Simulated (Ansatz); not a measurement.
Molecule: C₄H₉O, net charge 0, doublet state. It need not be the lowest isomer of its formula. 
Geometry from a B3LYP-D3(BJ)/def2-TZVP (Ansatz, a first-principles code) optimisation:
```xyz
14

C     -1.6272    -0.8747    -0.4395
C     -0.5735     0.0080     0.1269
C     -0.5365     1.3809    -0.5484
C      0.7890    -0.6817     0.0801
O      1.7196     0.1020     0.8221
H     -1.6222    -1.9399    -0.2472
H     -2.4831    -0.4570    -0.9512
H     -0.7846     0.1682     1.1982
H     -0.3195     1.2771    -1.6145
H      0.2322     2.0090    -0.1007
H     -1.4985     1.8866    -0.4483
H      0.7036    -1.6874     0.5096
H      1.1085    -0.7842    -0.9648
H      2.5958    -0.2835     0.7276
```
Charge 0, spin multiplicity 2.

Total electronic energies in hartree. Correlated levels leave the core frozen unless marked. Open shells are spin-unrestricted. Spin-orbit coupling is left out. No relativistic terms. CBS(X,Y): correlation extrapolated as X^-3; Hartree-Fock from the larger set. The bracket is a focal-point correction in the basis named.

| level | program | energy (Eh) |
|---|---|---|
| HF/cc-pVDZ | Ansatz | -231.53640 |
| BLYP/def2-TZVPD | Ansatz | -232.97907 |
| revPBE-D4/def2-TZVPD | Ansatz + dftd4 | -233.04414 |
| r2SCAN-D4/def2-TZVPD | Ansatz + dftd4 | -232.95484 |
| B3LYP-D4/def2-TZVPD | Ansatz + dftd4 | -233.11099 |
| PBE0/def2-TZVP | Ansatz | (withheld) |
| CAM-B3LYP-D4/def2-TZVPD | Ansatz + dftd4 | -232.97828 |
| wB97M-V/def2-TZVPD | Ansatz | -232.96888 |
| B2GP-PLYP-D3(BJ)/def2-TZVPD | Ansatz + dftd3 | -232.83816 |
| B2GP-PLYP/def2-TZVPD | Ansatz | -232.83311 |
| PBE-QIDH/def2-TZVPD | Ansatz | -232.77335 |
| RPA@PBE/cc-pVTZ | Ansatz | -233.07292 |
| MP2/STO-3G | Ansatz | -228.86625 |
| SCS-MP2/STO-3G | Ansatz | -228.88984 |
| SCS-MP2/cc-pVQZ | Ansatz | -232.60154 |
| CCSD/STO-3G | Ansatz | -228.94208 |
| CCSD/6-31G | Ansatz | -231.93884 |
| CCSD/cc-pVTZ | Ansatz | -232.56824 |
| CCSD(T)/STO-3G | Ansatz | -228.94426 |
| CCSD(T)/cc-pVTZ | Ansatz | -232.60458 |
| CCSD(T)/cc-pVQZ | Ansatz | -232.67603 |
| RI-MP2/CBS(cc-pVTZ,cc-pVQZ)+[CCSD(T)-MP2]/cc-pVTZ | Ansatz | -232.7271 |
| CCSD(T)/CBS(cc-pVTZ,cc-pVQZ) | Ansatz | -232.7163 |

What belongs in the gaps?


- PBE0/def2-TZVP, energy (Eh): -232.80978
